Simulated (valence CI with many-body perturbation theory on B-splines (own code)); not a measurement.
## As III: what the settings do

Calculated by relativistic CI+MBPT: three valence electrons over a frozen Dirac-Fock core [Ar] 3d10, radial functions for each j: 6 s, 6 p, 5 d, 3 f, 1 g, with the one-electron correlation potential Σ1, the two-electron term Σ2, the three-electron term Σ3, Breit, model QED; selected CI, second order for the rest, scaled by the run's own slope (own B-spline code, finite nucleus).

Against 13 measured levels this calculation errs by 256 cm⁻¹ on average and by 1111 at most. These come from a selection out of Moore, Atomic Energy Levels, vol. II, NSRDS-NBS 35 (1971 reprint of NBS Circular 467, 1952), an old analysis. Levels without a partner in it may be off by more.

The reference run has the lowest level 4s2 4p 2P°_1/2 and an ionisation energy of 28.2997 eV. Its largest variational space holds 4977 state functions.

Changed runs:
A. selection threshold (hartree) 2e-08 → 1e-06
B. highest l with Σ1, explicit Σ2 and valence Breit (higher l get mean screening factors) 3 → 0; shift of the energy in Σ1 (hartree) 0 → -0.208
C. selection threshold (hartree) 2e-08 → 1e-05
D. Davidson iteration limit 60 → 2 (bad on purpose)

Excitation energies of the reference run in cm⁻¹, and shifts in cm⁻¹:

```
                 Level  Reference         A        B         C     D
        4s2 4p 2P°_3/2       2928      +0.4     -154      +0.4     0
         4s 4p2 4P_1/2      65024      +0.9    +1246      +1.1     0
         4s 4p2 4P_3/2      66190      +1.2    +1181      +1.4     0
         4s 4p2 4P_5/2      67884      +1.3    +1108      +1.4     0
         4s 4p2 2D_3/2      84985      +0.9     +953      +1.0  +0.4
         4s 4p2 2D_5/2      85308      +0.9     +944      +0.9  +0.1
         4s2 5s 2S_1/2     106552      +0.2    +2685      +0.4  +0.1
         4s 4p2 2S_1/2     107584      +0.4    +3027      +0.6  +1.6
         4s 4p2 2P_1/2     113932      +0.1    +5462      +1.2   +12
         4s 4p2 2P_3/2     115427      -1.0               -0.7  +3.3
         4s2 4d 2D_3/2     117617      +0.2               +1.6  +2.1
         4s2 4d 2D_5/2     117708      +0.4     +549      +1.6  +0.9
Ionisation energy (eV)    28.2997  +7.9e-05  +0.4078  +9.1e-05     0
```

A blank means that the level has no clear partner in that run.

Run D: The Davidson iterations stopped at their limit.
